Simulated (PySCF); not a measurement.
# How methods differ on the ionisation energy of Rh+

Rh+ [Kr] 4d8 (3F) → Rh(2+) [Kr] 4d7 (4F), as a difference of total energies. Computed with PySCF 2.14 in aug-cc-pVTZ-PP with ECP28MDF, with a scalar-relativistic core potential. Correlated levels: valence: 4s2 4p6 frozen. The calculations carry no spin-orbit coupling.

```json
{"method": "UHF", "ionisation energy (eV)": "16.107", "difference from reference (eV)": "-1.973"}
{"method": "LDA", "ionisation energy (eV)": "18.709", "difference from reference (eV)": "+0.629"}
{"method": "PBE", "ionisation energy (eV)": "18.363", "difference from reference (eV)": "+0.283"}
{"method": "PBE0", "ionisation energy (eV)": "18.083", "difference from reference (eV)": "+0.003"}
{"method": "r2SCAN", "ionisation energy (eV)": "18.058", "difference from reference (eV)": "-0.022"}
{"method": "B2PLYP", "ionisation energy (eV)": "18.023", "difference from reference (eV)": "-0.057"}
{"method": "wB97M-V", "ionisation energy (eV)": "17.978", "difference from reference (eV)": "-0.102"}
{"method": "r2SCAN0", "ionisation energy (eV)": "17.913", "difference from reference (eV)": "-0.167"}
{"method": "M06-L", "ionisation energy (eV)": "17.511", "difference from reference (eV)": "-0.569"}
{"method": "MP2 (valence)", "ionisation energy (eV)": "17.867", "difference from reference (eV)": "-0.213"}
{"method": "SCS-MP2 (valence)", "ionisation energy (eV)": "17.887", "difference from reference (eV)": "-0.193"}
```

Reference: 18.08 eV (semi-empirical (NIST evaluation); NIST Atomic Spectra Database, ionization energies).

The reference lies between the lowest fine-structure levels, while these numbers refer to the centres of the terms.

Errors of the correlated levels include the incompleteness of this basis and the frozen core.
